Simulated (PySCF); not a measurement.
**Field gradients at the hydrogen positions**

Compound: CH₅FN₂Si₂.
Structure used (GFN2-xTB), in Å, numbered top down from 1:
```
atom  x, y, z in Å
N1    -2.0317    2.4591   -0.3542
C2    -1.8097    1.3350   -0.3259
Si3   -1.2962   -0.4647   -0.2610
F4    -2.3353   -1.1194    0.7925
Si5    0.8402   -0.7094    0.5594
N6     1.7854    0.3773   -0.3831
H7    -1.7509   -1.0098   -1.5370
H8     1.4112   -2.0291    0.2707
H9     0.9082   -0.5097    2.0206
H10    2.7889    0.3380   -0.3106
H11    1.4954    1.3353   -0.4974
```

Level: PBE0/pcSseg-1 (PySCF, non-relativistic); Q(2H) = 0.00286 b; rigid geometry, the same for H and D, with no vibrational averaging.

Question: Rank these positions by the coupling χzz of a deuteron there, largest first.
A. H9 (Si–H hydrogen)
B. H7 (Si–H hydrogen)
C. H11 (N–H hydrogen)

Answer: C (285 kHz), B (107 kHz), A (100 kHz).

Q: What are Vzz, η and χzz (234.96 MHz × Q × Vzz) at all hydrogens?

A: 
| atom | bonded to | bond length (Å) | Vzz (au) | η | χzz (kHz) |
| --- | --- | --- | --- | --- | --- |
| H7 | Si3 | 1.460 | 0.1594 | 0.02 | 107 |
| H8 | Si5 | 1.467 | 0.1585 | 0.04 | 106 |
| H9 | Si5 | 1.476 | 0.1493 | 0.02 | 100 |
| H10 | N6 | 1.007 | 0.4291 | 0.17 | 288 |
| H11 | N6 | 1.007 | 0.4242 | 0.18 | 285 |

Q: Average by the element that carries the hydrogen.

A: on Si: 105 kHz over 3 positions, mean bond length 1.468 Å; on N: 287 kHz over 2 positions, mean bond length 1.007 Å.

Q: Give the 2H NMR doublet splittings at H11 for a magnetic field along the z, y and x axes of the gradient: 3χ/2, 3χ(1 + η)/4, 3χ(1 − η)/4.

A: With |χ| = 285.1 kHz and η = 0.176: 428, 251 and 176 kHz, to first order and without motion.

One conformer (not necessarily the lowest) at the GFN2-xTB geometry, without solvent, vibrations or thermal averaging. GFN2-xTB bond lengths can be off by several hundredths of an ångström, more for odd bonds, and the gradients follow them. With a basis this small, the couplings can be 20 % off.
